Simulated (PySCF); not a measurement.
## Working with the constants of RbH

RHF-CCSD(T) constants of RbH, ¹Σ⁺ (singlet), closed shell (basis Rb def2-SVP with ECP28, H def2-SVP; scalar-relativistic core potentials; PySCF 2.14; masses 84.9118 and 1.0078 u):

```
ωe           : 912.1 cm⁻¹
ωexe         : 17.4 cm⁻¹
Be           : 2.8673 cm⁻¹
αe           : 0.0796 cm⁻¹
De to Rb + H : 1.36 eV
```

(1) What force constant and bond length do these constants imply?

(2) Estimate the centrifugal constant D from the Kratzer relation and find the Dunham coefficient a1.

Measured values (Huber and Herzberg, Constants of Diatomic Molecules (1979)): ωe = 936.94 cm⁻¹, ωexe = 14.21 cm⁻¹, Be = 3.02 cm⁻¹, αe = 0.072 cm⁻¹.

Correlated steps freeze no core orbitals. Correlated levels converge slowly with the basis: in double zeta they bind strong bonds too weakly, by up to about 1 eV, and carry superposition errors of some tenths. Where the molecule has an RHF reference, its open-shell atoms are computed with UHF. The CCSD T1 diagnostic is raised, a sign that a single reference may not be enough here.

Answers

(1) Reduced mass μred = 0.99600 u; k = 5.8918×10⁻⁷·μred·ωe² (u, cm⁻¹, mdyn/Å) = 0.488 mdyn/Å; Re = √(16.8576/(μred·Be)) (u, cm⁻¹, Å) = 2.430 Å.

(2) D = 4Be³/ωe² = 0.000113 cm⁻¹; a1 = −1 − αeωe/(6Be²) = -2.47.
